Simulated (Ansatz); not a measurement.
`[C-]#[N+]CCCCCCCCCCCC#N` with charge -1. The state is a doublet with charge -1. Geometry PBE-D4/def2-SVP, that of the neutral singlet.

```xyz
37

C    -0.702    5.471   -5.968
N    -0.636    4.322   -5.682
C    -0.548    2.956   -5.299
C    -0.267    2.782   -3.800
C    -0.172    1.311   -3.392
C     0.119    1.114   -1.901
C     0.211   -0.359   -1.485
C     0.579   -0.591   -0.013
C    -0.475   -0.109    0.992
C    -0.105   -0.331    2.466
C    -0.009   -1.800    2.892
C     0.282   -1.973    4.385
C     0.377   -3.455    4.799
C     0.651   -3.644    6.223
N     0.870   -3.772    7.366
H     0.253    2.474   -5.901
H    -1.500    2.452   -5.575
H    -1.070    3.290   -3.225
H     0.677    3.312   -3.550
H    -1.121    0.790   -3.653
H     0.621    0.808   -3.991
H    -0.670    1.630   -1.310
H     1.072    1.628   -1.642
H     0.965   -0.864   -2.128
H    -0.757   -0.863   -1.706
H     1.549   -0.088    0.207
H     0.763   -1.677    0.136
H    -1.445   -0.614    0.776
H    -0.662    0.976    0.840
H    -0.860    0.176    3.107
H     0.862    0.176    2.683
H    -0.962   -2.319    2.639
H     0.782   -2.319    2.306
H    -0.510   -1.478    4.987
H     1.232   -1.460    4.648
H    -0.568   -3.985    4.552
H     1.177   -3.966    4.219
```

Single mean-field runs in def2-TZVP are fitted with def2-universal-jkfit. At PBE-D4/def2-TZVP, BLYP-D4/def2-TZVP, PBE0-D4/def2-TZVP the highest occupied level of the charge -1 doublet lies above zero (up to 2.40 eV). By energy differences it is unbound by 1.39 eV (vertical, against the charge 0 singlet, at PBE0-D4/def2-TZVP) and held by the finite basis. At PBE-D4/def2-TZVP, BLYP-D4/def2-TZVP the gap within one spin of the charge -1 doublet nearly closes, so an electron or hole may be smeared out by delocalisation error.

Q: Estimate the α-spin orbital energies around the gap (eV) in Ansatz with PBE-D4/def2-TZVP, BLYP-D4/def2-TZVP, PBE0-D4/def2-TZVP.

A: 
```
orbital  PBE-D4/def2-TZVP  BLYP-D4/def2-TZVP  PBE0-D4/def2-TZVP
 HOMO−5             -4.76              -4.67              -6.22
 HOMO−4             -4.73              -4.62              -6.18
 HOMO−3             -4.70              -4.60              -6.11
 HOMO−2             -4.66              -4.55              -6.06
 HOMO−1             -3.94              -3.91              -5.75
   HOMO              2.32               2.38               2.40
   LUMO              2.32               2.37               2.73
 LUMO+1              2.55               2.61               3.37
 LUMO+2              2.60               2.65               3.44
 LUMO+3              2.73               2.80               3.57
 LUMO+4              2.79               2.84               3.65
 LUMO+5              2.89               2.94               3.72
 β HOMO             -3.79              -3.78              -5.61
 β LUMO              2.50               2.52               3.31
```
